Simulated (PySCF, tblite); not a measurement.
Isomers of C4H7FO2Si, one GFN2-xTB conformer each. Single-point energies are computed at PBE0/pcSseg-1 (PySCF, gas phase, no added dispersion term), electronic only.

| SMILES | GFN2-xTB relative energy (kcal/mol) |
| --- | --- |
| O=CO[Si@H](F)C1CC1 | 5.6 |
| C=C1[C@@H](O)[C@@H]1O[SiH2]F | 30.4 |
| CC1=C(F)CO[SiH2]O1 | 0.0 |

Conformers: `[O:1]=[CH:2][O:3][Si@H:4]([F:5])[CH:6]1[CH2:7][CH2:8]1` with O1–C2–O3–Si4 1°, C2–O3–Si4–F5 179°, O3–Si4–C6–C7 169°; `[CH2:1]=[C:2]1[C@@H:3]([OH:4])[C@@H:5]1[O:6][SiH2:7][F:8]` with C2–C3–O4–H -63°, C3–C5–O6–Si7 89°, C5–O6–Si7–F8 63°; `[CH3:1][C:2]1=[C:3]([F:4])[CH2:5][O:6][SiH2:7][O:8]1` with C2–C3–C5–O6 19°, C3–C5–O6–Si7 -30°, C5–O6–Si7–O8 22°, O6–Si7–O8–C2 0°.

Task: What does PBE0/pcSseg-1 give for the same structures?

Result: 
```
                      SMILES  PBE0/pcSseg-1 E (Eh)  PBE0/pcSseg-1 (kcal/mol)  GFN2-xTB (kcal/mol)  point group
          O=CO[Si@H](F)C1CC1            -695.89637                       0.0                  5.6           C1
          CC1=C(F)CO[SiH2]O1            -695.84390                      32.9                  0.0           C1
C=C1[C@@H](O)[C@@H]1O[SiH2]F            -695.80650                      56.4                 30.4           C1
```

GFN2-xTB puts CC1=C(F)CO[SiH2]O1 lowest instead; measured from each level's own lowest isomer, the values differ by up to 32.9 kcal/mol (CC1=C(F)CO[SiH2]O1: 0.0 against 32.9). As drawn, the lowest has a C=O bond, a C(=O)–O unit and an Si–C bond, which the highest lacks; the highest has an O–H bond and a C=C bond outside aromatic rings, which the lowest lacks.

Task: Which frontier levels, dipoles and rotational constants go with these structures?

Result: 
```json
{"SMILES": "O=CO[Si@H](F)C1CC1", "HOMO (eV, PBE0/pcSseg-1)": "-8.51", "LUMO (eV)": "-0.19", "dipole (D)": "1.18", "A, B, C (MHz)": "2703, 1201, 946.5"}
{"SMILES": "CC1=C(F)CO[SiH2]O1", "HOMO (eV, PBE0/pcSseg-1)": "-6.50", "LUMO (eV)": "0.64", "dipole (D)": "0.71", "A, B, C (MHz)": "2721, 1595, 1038"}
{"SMILES": "C=C1[C@@H](O)[C@@H]1O[SiH2]F", "HOMO (eV, PBE0/pcSseg-1)": "-7.70", "LUMO (eV)": "-0.65", "dipole (D)": "2.89", "A, B, C (MHz)": "3232, 869.3, 758.4"}
```

Task: What happens when harmonic zero-point energies from GFN2-xTB frequencies are added?

Result: 
```
                      SMILES  ZPE (kcal/mol)  electronic (kcal/mol)  with ZPE (kcal/mol)
          O=CO[Si@H](F)C1CC1            66.2                    0.0                  0.0
          CC1=C(F)CO[SiH2]O1            65.2                   32.9                 31.9
C=C1[C@@H](O)[C@@H]1O[SiH2]F            63.4                   56.4                 53.6
```

The zero-point energies span 2.8 kcal/mol. The order is unchanged.
